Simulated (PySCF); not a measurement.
**How methods differ on the excitation energy of Pt**

Pt [Xe] 4f14 5d9 6s1 (3D) → Pt [Xe] 4f14 5d8 6s2 (3F), as a difference of total energies. Calculation: PySCF 2.14, in aug-cc-pwCVDZ-PP with ECP60MDF; a scalar-relativistic core potential. Correlated levels: valence: 5s2 5p6 frozen; valence and next inner shell: nothing frozen outside the core potential. The calculations carry no spin-orbit coupling.

```json
{"method": "UHF", "excitation energy (eV)": "0.277"}
{"method": "LDA", "excitation energy (eV)": "0.616"}
{"method": "PBE", "excitation energy (eV)": "0.566"}
{"method": "PBE0", "excitation energy (eV)": "0.575"}
{"method": "r2SCAN", "excitation energy (eV)": "0.297"}
{"method": "M06", "excitation energy (eV)": "0.739"}
{"method": "r2SCAN0", "excitation energy (eV)": "0.349"}
{"method": "B3LYP", "excitation energy (eV)": "0.471"}
{"method": "MP2 (valence)", "excitation energy (eV)": "0.516"}
{"method": "MP2 (valence and next inner shell)", "excitation energy (eV)": "0.308"}
{"method": "SCS-MP2 (valence and next inner shell)", "excitation energy (eV)": "0.162"}
```

Problem. Estimate what CAM-B3LYP gives.

Solution. 0.498 eV, closest to MP2 (valence) among the rows shown.

Problem. Estimate what SCS-MP2 (valence) gives.

Solution. 0.385 eV, closest to r2SCAN0 among the rows shown.

Errors of the correlated levels include the incompleteness of this basis and the frozen core.

For comparison: 0.397 eV (measured; NIST levels, between the centres of gravity of the two terms).
